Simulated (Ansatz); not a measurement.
The same path of BFH3NO + H2 (9 atoms, charge 0, multiplicity 1) was run twice with different band settings. Lost on the way: H8–H9. Made: B1–H8, N2–H9.

These are results of Ansatz 0.2.0, RKS PBE0-D4/def2-SVP, not measurements.

Relaxed end points:

```xyz
9
Properties=species:S:1:pos:R:3
B 0.106 -0.670 0.154
N 0.021 -0.251 1.499
H -0.836 -0.149 2.023
H 0.855 -0.075 2.041
F 1.320 -0.799 -0.391
O -0.952 -0.954 -0.652
H -1.806 -0.838 -0.228
H -0.513 3.094 1.125
H -0.343 2.351 1.157
```

```xyz
9
Properties=species:S:1:pos:R:3
B -0.333 0.417 0.058
N 0.011 0.387 1.730
H -0.849 0.559 2.250
H 0.372 -0.529 2.001
F 0.906 0.115 -0.495
O -1.318 -0.574 -0.134
H -0.925 -1.341 -0.559
H -0.711 1.574 -0.104
H 0.697 1.100 1.983
```

Common settings: movable images 7; climbing image yes; spring 5.0 eV/Å²; optimiser quadratic models (default); start path through a guess of the saddle point; iteration limit 60; end points relaxed.

| run | force threshold |
| --- | --- |
| 1 | 0.05 eV/Å |
| 2 | 0.2 eV/Å |

Question: What does each run give, and how far can it be trusted?

Answer: Run 1: converged after 41 iterations, highest image 1.868 eV above the first end. The profile has 2 maxima (images 4, 6) with wells between them (image 5): this band takes more than one step, which may be the mechanism or a detour left from its start path. Neighbouring images differ by up to 1.6 eV, so the band resolves the path poorly. A vibrational analysis at the climbing image gives one clearly imaginary mode, 1454i cm⁻¹: a first-order saddle point.
Run 2: converged after 10 iterations, highest image 1.881 eV above the first end. The threshold of 0.2 eV/Å is loose, so the images may lie well off the minimum-energy path. Neighbouring images differ by up to 1.5 eV, so the band resolves the path poorly. The order of the stationary point at the top wasn't checked.
The orbitals stay closed-shell, which can raise the energy where a bond breaks towards radicals; this wasn't checked here.
